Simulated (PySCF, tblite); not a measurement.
Isomers of C6H7F3OSi, one GFN2-xTB conformer each. Single-point energies are computed at PBE0/pcSseg-1 (PySCF, gas phase, no added dispersion term), electronic only.

```csv
SMILES,GFN2-xTB relative energy (kcal/mol)
C#CC[Si@H](OC=C)C(F)(F)F,22.8
FC(F)(F)CO[SiH]1C=CC=C1,0.0
```

Conformers: `[CH:1]#[C:2][CH2:3][Si@H:4]([O:5][CH:6]=[CH2:7])[C:8]([F:9])([F:10])[F:11]` with C2–C3–Si4–O5 167°, C3–Si4–O5–C6 71°, Si4–O5–C6–C7 3°; `[F:1][C:2]([F:3])([F:4])[CH2:5][O:6][SiH:7]1[CH:8]=[CH:9][CH:10]=[CH:11]1` with C2–C5–O6–Si7 -55°, C5–O6–Si7–C8 -43°.

Task: What does PBE0/pcSseg-1 give for the same structures?

Result: 
```json
{"SMILES": "FC(F)(F)CO[SiH]1C=CC=C1", "PBE0/pcSseg-1 E (Eh)": "-896.27207", "PBE0/pcSseg-1 (kcal/mol)": "0.0", "GFN2-xTB (kcal/mol)": "0.0", "point group": "C1"}
{"SMILES": "C#CC[Si@H](OC=C)C(F)(F)F", "PBE0/pcSseg-1 E (Eh)": "-896.21331", "PBE0/pcSseg-1 (kcal/mol)": "36.9", "GFN2-xTB (kcal/mol)": "22.8", "point group": "C1"}
```

Both levels put the same isomer lowest. As drawn, the higher has a C≡C bond, which the lower lacks.

Task: Which frontier levels, dipoles and rotational constants go with these structures?

Result: 
| SMILES | HOMO (eV, PBE0/pcSseg-1) | LUMO (eV) | dipole (D) | A, B, C (MHz) |
| --- | --- | --- | --- | --- |
| FC(F)(F)CO[SiH]1C=CC=C1 | -6.83 | -1.94 | 1.31 | 1684, 733.0, 658.3 |
| C#CC[Si@H](OC=C)C(F)(F)F | -7.53 | -0.03 | 3.41 | 1138, 757.9, 512.1 |

Task: What happens when harmonic zero-point energies from GFN2-xTB frequencies are added?

Result: 
```tsv
SMILES	ZPE (kcal/mol)	electronic (kcal/mol)	with ZPE (kcal/mol)
FC(F)(F)CO[SiH]1C=CC=C1	73.9	0.0	0.0
C#CC[Si@H](OC=C)C(F)(F)F	71.0	36.9	34.0
```

The zero-point energies span 2.9 kcal/mol. The order is unchanged.
